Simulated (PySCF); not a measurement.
## Correlation energy of Te³⁺ (tellurium, charge +3)

[Kr] 4d10 5s2 5p1, 2P determinant. Calculation: PySCF 2.14, in x2c-TZVPPall with one added diffuse shell each of s, p, d, f type (9s7p5d3f, 76 functions); scalar relativity by spin-free X2C-1e. Frozen: [Kr] 4d10; 3 electrons correlated.

MP2 pair energies summed by pair of shells (mhartree):

| pair | energy | share (%) |
| --- | --- | --- |
| 5s-5s | -19.16 | 56.2 |
| 5s-5p | -14.93 | 43.8 |

Total MP2 correlation energy: -34.09 mhartree.

Same-spin part -2.19 and opposite-spin part -31.90 mhartree; SCS-MP2 scales them by 1/3 and 6/5 to -39.01 mhartree.
